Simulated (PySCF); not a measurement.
# Telling isomers of C$_{2}$H$_{8}$FPSi$_{2}$ apart by NMR

Level of theory: NMR shieldings at PBE0/pcSseg-1/GIAO, GFN2-xTB structure, in PySCF 2.14.0 with density-fitted response routines (one averaged value for each set of equivalent atoms, no relativistic terms, one computed conformer, isolated molecule).

δ = σ(ref) − σ, references computed at the same level: 1H (σ = 31.72 ppm), 13C (σ = 186.93 ppm) against TMS. Splittings of carbon signals by F and P are missing where no couplings were computed. Where no couplings were computed, multiplicities follow the n + 1 count of equivalent neighbours, and m marks all less simple cases (inequivalent or close neighbours, rings, F or P nearby). Shifts are as computed. Against solution values, carbons near 30 ppm lie about +3 ppm off and those near 130 ppm about +5 ppm. Of 1211 compounds with measured shifts, 218 miss one by over three times the rms of a fit or turn the order of signals round; such compounds aren't used in these exercises.

(1) Tabulate the signals of `F[Si@H](P)/C=C\[SiH3]`, `F[Si@@H](P)/C=C/[SiH3]` and their relative energies.

(2) What is the quickest way to tell F[Si@H](P)/C=C\[SiH3] from F[Si@@H](P)/C=C/[SiH3]?

## Answers

(1) 
```tsv
SMILES	carbon types	δC	δH	E rel. (kcal/mol)
F[Si@H](P)/C=C\[SiH3]	2×CH	164.7, 150.3	7.63 (m, 1H), 7.24 (m, 1H), 6.30 (m, 1H), 4.06 (d, 3H), 1.36 (m, 2H)	2.5
F[Si@@H](P)/C=C/[SiH3]	2×CH	163.9, 154.5	7.50 (m, 1H), 6.71 (m, 1H), 5.79 (m, 1H), 4.22 (d, 3H), 1.23 (m, 2H)	0.0
```

Energies are electronic energies at PBE0/pcSseg-1 on these geometries, without zero-point or thermal terms, each for the one conformer computed, which needn't be the lowest.

(2) Both give the same number of carbon signals, with the same numbers of each carbon type, so the positions decide. The first has an alkene CH at 150.3 ppm, the second an alkene CH at 154.5 ppm. Their most deshielded carbons lie at 164.7 and 163.9 ppm.
